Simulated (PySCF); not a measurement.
# Exercise with solution: entropy of an ideal gas

YF2, SMILES [F][Y+][F], charge +1.

The structure is a stationary point at PBE-D3(BJ)/def2-TZVP. The multiplicity is an assumed one; other spin states were not compared. The isomer is the one that the SMILES or the coordinates give; other isomers of the formula were not compared. The def2 effective core potentials stand for the cores of Y; spin–orbit coupling is left out.

PySCF 2.14.0 with PBE-D3(BJ)/def2-TZVP gives the harmonic wavenumbers 151, 662, 672 cm⁻¹ and the rotational temperatures 0.7432, 0.2600, 0.1926 K. The molar mass is 126.90 g/mol, the symmetry number 2, the spin multiplicity 1.

Work out the entropy at 298.15 K and 1 atm in the rigid-rotor, harmonic-oscillator model.


Translation (Sackur–Tetrode at 1 atm): S = R[1.5 ln M + 2.5 ln T − 1.16487] = 169.2 J/(mol K).
Rotation: q = (√π/σ) T^1.5/√(θA θB θC) = 23600, S = R[ln q + 3/2] = 96.2 J/(mol K).
Vibration: with u = 1.4388 ν/T, each mode gives R[u/(e^u − 1) − ln(1 − e^−u)]:
```json
[
 {"ν (cm⁻¹)": "151", "modes": "1", "u": "0.73", "S (J/(mol K))": "11.13"},
 {"ν (cm⁻¹)": "662", "modes": "1", "u": "3.19", "S (J/(mol K))": "1.48"},
 {"ν (cm⁻¹)": "672", "modes": "1", "u": "3.24", "S (J/(mol K))": "1.43"}
]
```
These are all the modes. Sum 14.0 J/(mol K).
Spin: R ln 1 = 0.0 J/(mol K).
Total 279.4 J/(mol K); the program's own thermochemistry gives 279.4. Translation makes up 61 % and vibration 5 %. Anharmonicity, hindered rotation and orbital degeneracy are left out.
